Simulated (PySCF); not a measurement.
**Computed structure and properties of [Bi(NCS)2]+**

System: [Bi(NCS)2]+ (singlet); start: template (C2v). Method: PySCF 2.14.0, RKS PBE0, Bi def2-SVP with ECP60, N def2-SVP, C def2-SVP, S def2-SVP; non-relativistic Hamiltonian with scalar-relativistic core potentials where named; density fitting; no spin-orbit coupling.

Input of the relaxation:

```python
mol = gto.M(atom='''
Bi    -0.00000    -0.00000    -0.58091
N      2.00330     0.00000     0.31559
C      3.08950     0.00000     0.80169
S      4.55910     0.00000     1.45939
N     -2.00330     0.00000     0.31559
C     -3.08950     0.00000     0.80169
S     -4.55910     0.00000     1.45939''',
    basis={'Bi': 'def2-SVP', 'N': 'def2-SVP', 'C': 'def2-SVP', 'S': 'def2-SVP'},
    ecp={'Bi': 'def2-SVP'},
    charge=1, spin=0)
mf = dft.RKS(mol, xc='PBE0')
mf.grids.atom_grid = (50, 194)
mf = mf.density_fit()  # fitting sets: Bi def2-universal-JKFIT, N def2-universal-JKFIT, C def2-universal-JKFIT, S def2-universal-JKFIT
mf.conv_tol = 1e-08; mf.max_cycle = 55
mf.kernel(dm0)  # dm0: converged density of the start geometry
# quasi-Newton relaxation in Cartesian coordinates to a largest gradient under 0.00045 Eh/bohr, steps kept in the point group
```

Run from Python with OMP_NUM_THREADS=2; the lines above give its settings. Where DIIS fails, smearing, a level shift and second-order steps follow.
It took 53 s on 2 threads of Arm Neoverse V1, on a shared host, from the converged density of the start.

Course of the relaxation:

```csv
step,energy above end (eV),largest force component within the symmetry (eV/Å)
0,0.7918,3.286
1,0.5347,1.537
2,0.3740,0.884
3,0.1502,0.334
4,0.0367,0.577
5,0.0073,0.303
6,0.0015,0.169
7,0.0000,0.041
8,0.0000,0.017
```

Relaxed geometry (C2v):

```xyz
7

Bi    0.0000    0.0000   -1.1018
N     1.5289    0.0000    0.2906
C     2.5887    0.0000    0.8818
S     3.9325    0.0000    1.6648
N    -1.5289    0.0000    0.2906
C    -2.5887    0.0000    0.8818
S    -3.9325    0.0000    1.6648
```

```csv
contact,Å
Bi1–N2 (NCS),2.068
Bi1–N5 (NCS),2.068
```

On the finer grid (75, 302):

```json
{"HOMO": "-11.66 eV", "LUMO": "-9.10 eV", "Dipole about the centre of mass": "2.06 D", "Set of Mulliken populations of Bi1 outside the core potential": "s 3.89, p 7.66, d 10.14", "D3(BJ) dispersion energy (not in the energies)": "-0.227 eV"}
```

```csv
atom,Mulliken (e),Löwdin (e),spin (e)
Bi1,1.31,1.12,0.00
N2,-0.34,-0.27,0.00
C3,0.08,-0.09,0.00
S4,0.10,0.29,0.00
N5,-0.34,-0.27,0.00
C6,0.08,-0.09,0.00
S7,0.10,0.29,0.00
```

On the grid (50, 194), as all that follows. Harmonic modes: 1 unstable but soft, so probably a saddle point, though modes this soft are near the noise (counted below −25 cm⁻¹); lowest -29 cm⁻¹ (negative: unstable), highest 2046 cm⁻¹, zero-point energy 0.559 eV.

Taking off one NCS (charge -1, singlet; the rest: singlet) in vacuum, both parts rigid, costs 13.11 eV; the small basis without counterpoise inflates it. Most of it is the attraction of opposite charges; other ways to part are cheaper, and one spin state was tried for the rest.

Rigid scan of NCS along the line from its metal:

(distance to N2 (Å), energy (eV)): (1.77, 1.441), (1.87, 0.540), (1.97, 0.115), (2.07, 0.000), (2.17, 0.084), (2.27, 0.290), (2.47, 0.864), (2.77, 1.748), (3.17, 2.612), (3.67, 3.215)

One start shape was tried, so this needn't be the lowest isomer.
